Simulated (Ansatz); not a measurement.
`[CH3][Al]([Cl])[GaH2]` + CH₃NH₂ → `C[NH][Al]([CH3])[Cl]` + `[GaH3]` at 400 K and 1 bar (cleavage of the Al–Ga bond).

Isolated molecules relaxed with PBE0-D4/def2-TZVP in Ansatz; ΔE leaves out vibrations. CBS: MP2 limit from def2 TZ/QZ plus the TZ coupled-cluster correction, frozen cores. For Ga outer-core shells are correlated without core-valence functions, which leaves a few kJ/mol of doubt a bond. Scalar relativity is left out up to krypton. Each species was taken in one conformer, which may not be the lowest.

```csv
species,CCSD(T)/CBS energy (Eh),H − E (kJ/mol),S (J/(mol·K))
`[CH3][Al]([Cl])[GaH2]`,-2666.85860,168.7,426.0
CH₃NH₂,-95.75281,185.4,256.0
`C[NH][Al]([CH3])[Cl]`,-836.93186,278.8,416.4
`[GaH3]`,-1925.70545,64.2,231.8
```

H − E and S are ideal-gas, rigid-rotor, harmonic terms from PBE0-D4/def2-TZVP, for one conformer and one mirror image of each species. 1 Eh = 2625.50 kJ/mol, R = 8.31446 J/(mol·K).

Question: By hand: ΔE, ΔH, ΔS and ΔG.

Answer: ΔE = (-836.93186) + (-1925.70545) − (-2666.85860) − (-95.75281) = -0.02590 Eh = -68.0 kJ/mol. Δ(H − E) = 278.8 + 64.2 − 168.7 − 185.4 = -11.1, so ΔH = -79.1 kJ/mol. ΔS = 416.4 + 231.8 − 426.0 − 256.0 = -33.8 J/(mol·K). ΔG = -79.1 − 400 × (-33.8)/1000 = -65.6 kJ/mol.

Question: By hand: the equilibrium constant, and the temperature at which ΔG would vanish if ΔH and ΔS stayed fixed.

Answer: log₁₀ K = −ΔG/(RT ln 10) = 8.6. ΔG = 0 at ΔH/ΔS = 2340 K.

ΔH outweighs TΔS. A doubt of 5 kJ/mol in ΔE shifts log₁₀ K by 0.7 here. Other conformers and mirror images would add mixing entropy, several J/(mol·K) or more a flexible species. Modes under 60 cm⁻¹, often nearly free rotors, make the harmonic entropy too high. These are equilibria of isolated gas molecules and say nothing of rates. Largest T1 diagnostic: 0.013 (customary marks: 0.02 for closed shells, 0.045 for open ones).
